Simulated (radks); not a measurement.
Question: The silver ion Ag+, 46 electrons, occupied as [Ar] 3d10 4s2 4p5.75 4d10 4f0.25 (fractional occupations, a model configuration). Method: scalar-relativistic Kohn-Sham, LDA (Slater exchange, VWN5 correlation), spin-polarised, spherical densities, point nucleus; open shells are filled with parallel spins first (spin-orbit coupling, left out, can overturn this in heavy ions); computed with a radial shooting solver on a logarithmic mesh with Libxc functionals. Some entries of the table are withheld. Estimate them.

| orbital | occ. | eigenvalue (eV) | <1/r> (bohr^-1) | r(max) (bohr) |
|---|---|---|---|---|
| 1s up | 1 | -25311.04 | 49.38 | 0.02018 |
| 1s down | 1 | -25310.98 | 49.38 | 0.02018 |
| 2s up | 1 | -3737.471 | 11.22 | 0.1141 |
| 2s down | 1 | -3737.423 | 11.22 | 0.1141 |
| 2p up | 3 | -3355.861 | 10.84 | 0.09115 |
| 2p down | 3 | -3355.798 | 10.84 | 0.09115 |
| 3s up | 1 | -694.2235 | 3.938 | 0.3330 |
| 3s down | 1 | -694.1505 | 3.938 | 0.3330 |
| 3p up | 3 | -568.8697 | 3.754 | 0.3260 |
| 3p down | 3 | -568.7902 | 3.754 | 0.3261 |
| 3d up | 5 | -370.5274 | 3.529 | 0.2735 |
| 3d down | 5 | -370.4469 | 3.529 | 0.2735 |
| 4s up | 1 | -106.6283 | (1) | 0.8211 |
| 4s down | 1 | -106.3624 | (2) | 0.8211 |
| 4p up | 3 | -70.1666 | (3) | 0.8748 |
| 4p down | 2.75 | -69.9180 | (4) | 0.8749 |
| 4d up | 5 | -18.7411 | (5) | 1.031 |
| 4d down | 5 | -18.5687 | (6) | 1.033 |
| 4f up | 0.25 | -1.7397 | 0.09174 | 11.20 |
| 4f down | 0 | -1.6638 | 0.09047 | 11.36 |

Answer: 
(1) 4s up <1/r> (bohr^-1): 1.519
(2) 4s down <1/r> (bohr^-1): 1.519
(3) 4p up <1/r> (bohr^-1): 1.364
(4) 4p down <1/r> (bohr^-1): 1.363
(5) 4d up <1/r> (bohr^-1): 0.9967
(6) 4d down <1/r> (bohr^-1): 0.9939
